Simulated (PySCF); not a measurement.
Compound: C₃H₈NOSi₂ (doublet state).
Geometry (GFN2-xTB, Å), atoms numbered from 1 in this order:
```xyz
15
C3H8NOSi2 angstrom
O      3.0793    1.6757   -0.6773
C      2.9086    0.8937    0.2195
N      1.9369    0.0170    0.4182
Si     0.5473   -0.1697   -0.6787
C     -0.8049    1.1406   -0.3470
Si    -1.9183   -0.1521    0.5406
C     -0.6136   -1.4857    0.0839
H      1.9970   -0.5365    1.2588
H      1.0875   -0.3668   -2.0185
H     -1.2499    1.5526   -1.2482
H     -0.4947    1.9884    0.2579
H     -3.2301   -0.3464   -0.0771
H     -2.0645    0.0647    1.9819
H     -0.9691   -2.2035   -0.6488
H     -0.2160   -2.0640    0.9130
```

The hyperfine couplings belong to this conformer and change with its torsions.

As a line formula: `O=[C]N[SiH]1C[SiH2]C1` [radical].

Method: UKS B3LYP, pcH-1 on C H N O Si, non-relativistic, mean-field spin-orbit, GIAO in PySCF 2.14.0. The structure is a single GFN2-xTB conformer in the gas phase; no vibrational or solvent corrections. Couplings are sensitive to structure, and on GFN2-xTB geometries they can be far from those on DFT ones. No stability test was run, so a lower SCF solution isn't excluded.

Task: Break the g tensor into its mass correction, gauge correction and orbital-Zeeman/spin–orbit terms.

Result: 
```csv
Δg (ppm),1,2,3
relativistic mass correction,-232,-232,-232
gauge correction,39,15,-141
orbital Zeeman/spin–orbit,-3536,-214,2346
total,-3729,-431,1972
```

So g = 1.99859, 2.00189, 2.00429 and g_iso = 2.00159; the tensor is rhombic: the two nearest values differ by 42 % of g3 − g1. 

Task: What are the electron Larmor frequencies g μB B/h along the three axes at 330 mT?

Result: 9.2310, 9.2462, 9.2573 GHz for g1, g2 and g3, a range of 26.3 MHz.

Task: Average each term over the three axes. Which is largest in size?

Result: The orbital-Zeeman/spin–orbit term -468, the mass correction -232 and the gauge correction -29 ppm, for a total of -729 ppm. The orbital-Zeeman/spin–orbit term is the largest in size. The mass correction is the same along every axis, so the anisotropy comes from the other two: their spans along these axes are 181 (gauge) and 5882 ppm (orbital Zeeman/spin–orbit).

Task: What effective moment and Curie constant follow for a powder?

Result: With the mean of g² = 4.0064 and S(S+1) = 0.75: μ_eff = √(⟨g²⟩S(S+1)) = 1.733 μB and χT = 0.12505·⟨g²⟩·S(S+1) = 0.376 cm³ K/mol (cgs; spin-Hamiltonian part alone).

Task: In a frozen sample, at which fields do the three g values resonate at 9.5, 34, 94 and 263 GHz (hyperfine left aside), and which band first spreads them over more than twice a line width of 0.5 mT?

Result: 
```
band    GHz  B(g3) mT  B(g2) mT  B(g1) mT  spread mT
   X    9.5    338.65    339.06    339.62       0.97
   Q   34.0   1212.01   1213.47   1215.47       3.46
   W   94.0   3350.85   3354.88   3360.41       9.56
   J  263.0   9375.26   9386.51   9402.00      26.74
```

The spread grows in proportion to the frequency. Q band is the first where it exceeds 1.0 mT.

The largest Mulliken spin populations are on C2 (+0.67), O1 (+0.26) and Si4 (+0.07).

The HOMO–LUMO gaps are 5.16 eV among the α and 5.97 eV among the β orbitals.
